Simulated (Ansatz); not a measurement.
Ansatz results at the PBE0-D4/def2-TZVP geometry: HOMO energy (PBE/def2-TZVPP) -5.90 eV; LUMO energy (PBE/def2-TZVPP) 0.05 eV; LUMO energy (B3LYP/def2-TZVPP) 0.57 eV.

Each molecule was computed in one conformer, which needn't be the lowest.

Which molecule gave them?
A. `C[Se][SiH](F)Cl`
B. `CO[SiH](Br)O[SiH3]`
C. `CN[Si](F)(F)OC`
D. `CO[Si](O)([SiH3])Br`

C. The others give `C[Se][SiH](F)Cl`: -5.95, -1.56, -0.90; `CO[SiH](Br)O[SiH3]`: -7.12, -0.79, -0.10; `CO[Si](O)([SiH3])Br`: -6.72, -0.90, -0.21.

B3LYP here is the variant with VWN-RPA as its local correlation; programs differ in this.
